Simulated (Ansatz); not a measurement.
Cartesian coordinates in Å:
```
C -1.1857 -0.7121 0.3560
C 0.2843 -0.3982 0.5606
C 0.5191 1.0859 0.7696
O 1.0680 -0.8981 -0.4969
Zn 0.8670 -0.3280 -2.1543
F 0.7741 0.1441 -3.8280
H -1.5720 -0.1706 -0.5180
H -1.7861 -0.4126 1.2190
H -1.3280 -1.7811 0.1882
H 0.6291 -0.9315 1.4580
H -0.0120 1.4584 1.6493
H 1.5840 1.2899 0.8947
H 0.1581 1.6539 -0.0983
```

Total charge 0; spin multiplicity 1.

List the r2SCAN/def2-TZVPP orbital energies in eV (the Gaussian-basis code of Ansatz). (Estimate.)

Computed: Occupied: -9435.67, -1144.98, -1007.61, -1007.60, -1007.48, -664.77, -515.56, -274.60, -272.99, -272.99, -131.03, -86.86, -86.83, -86.65, -29.08, -26.03, -20.15, -18.16, -15.35, -13.26, -13.02, -12.85, -12.68, -12.68, -12.05, -11.37, -11.02, -10.05, -9.94, -9.67, -9.13, -9.09, -8.76, -8.73, -7.09, -6.55. Lowest empty: -1.83, -0.32, -0.08, 1.39, 2.37, 2.55, 2.77, 2.94.
